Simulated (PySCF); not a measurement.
## C₆ coefficients of unlike pairs at r2SCANh

Calculated with PySCF 2.14 from the dipole response of each species, C₆(A,B) = (3/π) ∫ α_A(iu) α_B(iu) du, in atomic units, from isotropic polarisabilities. For ions this is the dispersion term alone; charge-induced terms of lower order in 1/R come first.

```csv
species,configuration,basis,relativity,α (bohr³),C₆ (like pair)
Ne³⁺,[He] 2s2 2p3 (4S),dyall-av3z (15s9p3d2f),spin-free X2C,0.7123,0.6328
Hg⁺,[Xe] 4f14 5d10 6s1 (2S),aug-cc-pVTZ-PP with ECP60MDF (6s6p5d3f2g),core potential,20.78,158.9
Ni⁺,[Ar] 3d9 (2D),def2-TZVPPD (6s6p4d2f1g),none,6.269,13.98
Pd³⁺,[Kr] 4d7 (4F),aug-cc-pVTZ-PP with ECP28MDF (6s6p5d3f2g),core potential,4.362,20.01
```

Task: Estimate C₆ for Hg⁺ with Ne³⁺.

Result: The integral gives 8.998. The combination rule 2 C_A C_B / (C_A α_B/α_A + C_B α_A/α_B) gives 8.412 and the geometric mean 10.03.

No spin-orbit coupling is included.

The other pairs:

| pair | C₆ |
| --- | --- |
| Pd³⁺, Ne³⁺ | 3.520 |
| Ni⁺, Ne³⁺ | 2.757 |
| Pd³⁺, Ni⁺ | 15.73 |
| Ni⁺, Hg⁺ | 46.53 |
| Pd³⁺, Hg⁺ | 52.61 |
